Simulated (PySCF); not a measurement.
These compounds are isomers of formula C5H9NOSi.

A. `C=C[C@H](C)O[SiH2]C#N`
B. SMILES C#C[Si@@](C)(N)OC=C
C. `CC(/C=N\[SiH3])=C/C=O`

Spectrum 1. $^{1}$H NMR (500 MHz, computed): δ 6.45 (m, 1H), 5.70 (m, 1H), 5.63 (m, 1H), 4.92 (m, 1H), 4.81 (m, 1H), 4.35 (m, 1H), 1.42 (d, 3H). $^{13}$C{$^{1}$H} NMR (computed): δ 151.0 (CH), 127.1 (C), 126.0 (CH2), 79.0 (CH), 26.8 (CH3).

Spectrum 2. $^{1}$H NMR (500 MHz, computed): δ 9.85 (d, 1H), 9.29 (s, 1H), 6.05 (d, 1H), 4.97 (s, 3H), 2.21 (s, 3H). $^{13}$C{$^{1}$H} NMR (computed): δ 194.0 (CH), 177.6 (CH), 164.8 (C), 137.2 (CH), 24.1 (CH3).

Spectrum 3. $^{1}$H NMR (500 MHz, computed): δ 6.66 (m, 1H), 4.84 (m, 1H), 4.47 (m, 1H), 1.81 (s, 1H), 0.59 (br s, 2H), 0.21 (s, 3H). $^{13}$C{$^{1}$H} NMR (computed): δ 150.8 (CH), 99.9 (CH2), 98.7 (CH), 91.5 (C), 1.3 (CH3).

All values are calculated (PySCF 2.14): structure optimised with GFN2-xTB, PBE0/pcSseg-1 with gauge-including orbitals. Single conformer, gas phase, non-relativistic Hamiltonian, rapidly exchanging positions averaged.

Referencing at the same level of theory: $^{1}$H, $^{13}$C vs TMS. Where no couplings were computed, multiplicities follow the n + 1 count of equivalent neighbours, and m marks all less simple cases (inequivalent or close neighbours, rings, F or P nearby). Shifts are as computed. Against solution values, carbons near 30 ppm lie about +3 ppm off and those near 130 ppm about +5 ppm. Of 1211 compounds with measured shifts, 218 miss one by over three times the rms of a fit or turn the order of signals round; such compounds aren't used in these exercises. OH and NH positions are gas-phase values without hydrogen bonding to other molecules.

**Question.** Match each spectrum to its structure.

**Answer.** 1–A, 2–C, 3–B.

- Spectrum 1 (A): 5 $^{13}$C signals; δC 151.0 is an alkene CH; δC 127.1 is a nitrile carbon.
- Spectrum 2 (C): 5 $^{13}$C signals; δC 194.0 is an aldehyde carbonyl carbon; δC 164.8 is a β carbon of a C=C–C=O unit.
- Spectrum 3 (B): 5 $^{13}$C signals; δC 150.8 is an alkene carbon bearing oxygen; δC 99.9 is a β carbon of an enol-ether or enamine type C=C.
